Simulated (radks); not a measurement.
Isoelectronic series with 10 electrons, all held in the configuration [Ne], which need not be the ground one along the series. Calculated with a radial shooting solver on a logarithmic mesh with Libxc functionals: scalar-relativistic Kohn-Sham, PBE, spin-polarised, spherical densities, finite nucleus; Fermi nuclear charge, rms radius of each element as measured or else 0.836 A^(1/3) + 0.57 fm. Total energies (hartree) and orbital eigenvalues (hartree):

| ion | E (hartree) | 2p | 2s | 1s |
|---|---|---|---|---|
| Ne | -129.01342 | -0.49002 | -1.33786 | -30.53149 |
| Mg2+ | -199.43505 | -2.45138 | -3.67377 | -47.04683 |
| Al3+ | -240.72108 | -3.82696 | -5.24203 | -56.84241 |
| Si4+ | -286.05673 | -5.45923 | -7.06975 | -67.65744 |
| P5+ | -335.44573 | -7.34636 | -9.15509 | -79.49130 |
| S6+ | -388.89353 | -9.48739 | -11.49723 | -92.34453 |
| Cl7+ | -446.40679 | -11.88180 | -14.09589 | -106.2184 |
| Ar8+ | -507.99322 | -14.52932 | -16.95117 | -121.1145 |
| K9+ | -573.66139 | -17.42988 | -20.06337 | -137.0351 |
| Ca10+ | -643.42059 | -20.58350 | -23.43298 | -153.9826 |
| Sc11+ | -717.28091 | -23.99031 | -27.06060 | -171.9595 |
| Ti12+ | -795.25318 | -27.65050 | -30.94697 | -190.9689 |
| V13+ | -877.34894 | -31.56431 | -35.09292 | -211.0140 |
| Cr14+ | -963.58032 | -35.73204 | -39.49934 | -232.0981 |
| Mn15+ | -1053.96020 | -40.15404 | -44.16724 | -254.2249 |
